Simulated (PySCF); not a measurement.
Compound: Br₂H₄Si₂.
SMILES with atom numbers: `[Br:1][SiH2:2][SiH2:3][Br:4]` (hydrogens: H5, H6 on Si2; H7, H8 on Si3)

Geometry (PBE0-D3(BJ)/def2-SVP, Å), atoms numbered from 1 in this order:
```xyz
8
Br2H4Si2 angstrom
Br     2.5929    0.9617   -0.5208
Si     1.1322   -0.5774    0.1840
Si    -1.0015    0.3359   -0.0921
Br    -2.4597   -1.2032    0.6151
H      1.4127   -0.8782    1.6165
H      1.3068   -1.8072   -0.6396
H     -1.1756    1.5668    0.7298
H     -1.2829    0.6334   -1.5247
```

Method used: PBE0-D3(BJ)/def2-SVP geometry optimisation, gas phase in PySCF.

Masses are those of the commonest isotopes; rigid-rotor values at the optimised geometry. The values belong to one conformer with, in the numbering `[Br:1][SiH2:2][SiH2:3][Br:4]`, Br1–Si2–Si3–Br4 180°.

Task: What are A, B and C (GHz)?

Result: Ia = 61.08, Ib = 1284.10, Ic = 1333.16 u·Å²; 505379 MHz·u·Å²/I gives 8274, 393.6 and 379.1 MHz, that is A = 8.2745, B = 0.3936, C = 0.3791 GHz.

Task: What kind of rotor is it?

Result: A near-prolate asymmetric top: κ = (2 × 393.6 − 8274 − 379.1)/(8274 − 379.1) = -1.00.

Task: What does the inertial defect say?

Result: Not planar: Δ = Ic − Ia − Ib = -12.02 u·Å². For a rigid frame Δ = −2 Σ m c², so Σ m c² = 6.01 u·Å² lies off the ab plane, practically all of it from hydrogen. The atom farthest from that plane is 1.22 Å away.

Task: Give the other two planar moments, Paa and Pbb, and the rms extents of the mass along the axes.

Result: Paa = Σ m a² = (Ib + Ic − Ia)/2 = 1278.09 and Pbb = Σ m b² = (Ia + Ic − Ib)/2 = 55.07 u·Å². With the mass M = 217.82 u, the rms extents √(P/M) along a, b and c are 2.42, 0.50, 0.17 Å.

Task: Where do the levels up to J = 5 lie, in K?

Result: Above 0(0,0), as E/k:
J = 1: 1(0,1) 0.037, 1(1,1) 0.415, 1(1,0) 0.416
J = 2: 2(0,2) 0.111, 2(1,2) 0.489, 2(1,1) 0.491, 2(2,1) 1.626, 2(2,0) 1.626
J = 3: 3(0,3) 0.222, 3(1,3) 0.599, 3(1,2) 0.603, 3(2,2) 1.737, 3(2,1) 1.737, 3(3,1) 3.630, 3(3,0) 3.630
J = 4: 4(0,4) 0.371, 4(1,4) 0.746, 4(1,3) 0.753, 4(2,3) 1.885, 4(2,2) 1.885, 4(3,2) 3.778, 4(3,1) 3.778, 4(4,1) 6.428, 4(4,0) 6.428
J = 5: 5(0,5) 0.556, 5(1,5) 0.930, 5(1,4) 0.940, 5(2,4) 2.071, 5(2,3) 2.071, 5(3,3) 3.963, 5(3,2) 3.963, 5(4,2) 6.613, 5(4,1) 6.613, 5(5,1) 10.021, 5(5,0) 10.021
The levels of one J sum to (2J + 1)J(J + 1)(A + B + C)/3.

The point group C2h allows no dipole (computed: 0.01 D), so a rigid rotor has no electric-dipole lines.

Task: Estimate the classical rotational partition function at 200 K, 298.15 K and 500 K.

Result: Point group C2h, symmetry number σ = 2; q = (√π/σ)·√((kT/h)³/(ABC)), k/h = 20836.6 MHz/K: 215000 at 200 K, 391000 at 298.15 K, 848000 at 500 K.

PBE0-D3(BJ)/def2-SVP frequencies: not computed here. Zero-point vibration and centrifugal distortion are left out. Quadrupole hyperfine structure (79Br) is left out.
